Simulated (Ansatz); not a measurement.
One change: `Brc1ccc[nH]1` becomes `N#Cc1ccc[nH]1`.

Ansatz, PBE0-D4/def2-TZVP geometries, multiplicity 1. 

Scalar relativity is left out up to krypton.

```json
{"property": "zero-point energy (PBE0-D4/def2-TZVP) / kJ/mol", "`Brc1ccc[nH]1`": "192.0"}
{"property": "HOMO energy (PBE/def2-TZVPP) / eV", "`Brc1ccc[nH]1`": "-5.16"}
{"property": "LUMO energy (ωB97M-V/def2-TZVPP) / eV", "`Brc1ccc[nH]1`": "2.19"}
{"property": "HOMO energy (ωB97M-V/def2-TZVPP) / eV", "`Brc1ccc[nH]1`": "-8.27"}
{"property": "HOMO energy (B3LYP/def2-TZVPP) / eV", "`Brc1ccc[nH]1`": "-5.97"}
{"property": "HOMO–LUMO gap (ωB97M-V/def2-TZVPP) / eV", "`Brc1ccc[nH]1`": "10.46"}
```

(1) What does the change do to each property? (Best estimate.)

## Answers

(1) The calculation gave: 
```csv
property,`N#Cc1ccc[nH]1`,shift
zero-point energy (PBE0-D4/def2-TZVP) / kJ/mol,215.4,23.4
HOMO energy (PBE/def2-TZVPP) / eV,-5.93,-0.77
LUMO energy (ωB97M-V/def2-TZVPP) / eV,1.29,-0.90
HOMO energy (ωB97M-V/def2-TZVPP) / eV,-8.95,-0.68
HOMO energy (B3LYP/def2-TZVPP) / eV,-6.71,-0.74
HOMO–LUMO gap (ωB97M-V/def2-TZVPP) / eV,10.23,-0.23
```

With PBE0 the HOMO falls by 0.73 eV and the LUMO falls by 1.06 eV, so the gap narrows by about 0.33 eV. PBE moves the HOMO by -0.77 eV and ωB97M-V by -0.68 eV. The zero-point energy changes by 23.4 kJ/mol with +3 modes.

B3LYP here is the variant with VWN-RPA as its local correlation; programs differ in this.

Spin–orbit coupling is left out; it splits and shifts lone-pair levels of the heavy atoms by tenths of an eV.
